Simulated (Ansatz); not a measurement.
Be₂O₂. Charge 0, multiplicity 5. Geometry B3LYP-D4/def2-TZVP; atoms count from 1.

```xyz
4

Be   -1.239    0.135   -0.257
Be    1.239   -0.135    0.257
O     0.219    0.594   -0.744
O    -0.219   -0.593    0.744
```

At PBE0-D4/def2-TZVP a singlet of charge 0 lies 6.31 eV below the quintet, each at its own geometry. The structure comes from a short search, and lower isomers may exist.

Estimate the Mulliken populations from the PBE0/def2-TZVP orbitals of Ansatz.


| atom | charge (e) | spin (α − β) |
| --- | --- | --- |
| Be1 | 0.00 | 0.90 |
| Be2 | 0.00 | 0.90 |
| O3 | 0.00 | 1.10 |
| O4 | -0.01 | 1.10 |
Mulliken values and Mayer orders depend strongly on the basis.

Where does the spin sit?

Summed by element: Be 1.80, O 2.20, of 4 unpaired in all. Largest on single atoms: O3 1.10, O4 1.10, Be1 0.90.

And the Mayer bond orders between bonded heavy atoms (over 0.3)?

Be1–O3 0.76 (1.60 Å); Be1–O4 0.76 (1.60 Å); Be2–O3 0.76 (1.60 Å); Be2–O4 0.76 (1.60 Å). Values over 0.3 also appear between atoms too far apart for a bond (O3–O4 0.57 at 1.95 Å); they arise where an orbital or an unpaired electron spreads over both atoms.
